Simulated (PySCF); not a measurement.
Ba, singlet (core potentials on Ba). Base run: PySCF with M062X/def2-SVP.

The PySCF input:
```python
from pyscf import gto, scf, dft

mol = gto.M(
    atom='''
Ba    0.00000000    0.00000000    0.00000000
''',
    basis='def2-svp',
    ecp={'Ba': 'def2-svp'},
    verbose=5,
)

mf = dft.RKS(mol)
mf.xc = 'm062x'
mf.kernel()
```

The base run was repeated with changes; each row names its change, and settings that it needs were set with it.

| change | ΔE vs base (µEh) | fitting functions | outcome |
|---|---|---|---|
| base | 0.0 | - | converged |
| auxbasis = def2-svp-ri | - | - | input refused |
| exchange = seminumerical (SGX) (with mf = sgx.sgx_fit(mf, auxbasis='def2-universal-jfit'); with mf.with_df.dfj = True) | -14.2 | 56 | converged |
| auxbasis = even-tempered beta=2.0 | -871 | 151 | converged |
| auxbasis = default (with mf = mf.density_fit()) | -12.8 | 130 | converged |
| auxbasis = def2-universal-jfit | ___ | 56 | converged |
| auxbasis = autoaux | -8.1 | 272 | converged |
| auxbasis = cc-pvtz-jkfit | - | - | input refused |
| auxbasis = cc-pvqz-jkfit | - | - | input refused |
| auxbasis = def2-tzvp-ri | - | - | input refused |

Problem. Complete the blanks.

Solution. 
- auxbasis = def2-universal-jfit, ΔE vs base (µEh): 6971

A fitting set is made for a task (jfit for Coulomb, jkfit for Coulomb and exchange, ri for correlation) and for a family of orbital bases.

- auxbasis = def2-svp-ri: ended with `pyscf.lib.exceptions.BasisNotFoundError: Basis set not found for Ba in def2-svp-ri`
- auxbasis = cc-pvtz-jkfit: ended with `pyscf.lib.exceptions.BasisNotFoundError: Basis set not found for Ba in cc-pvtz-jkfit`
- auxbasis = cc-pvqz-jkfit: ended with `pyscf.lib.exceptions.BasisNotFoundError: Basis set not found for Ba in cc-pvqz-jkfit`
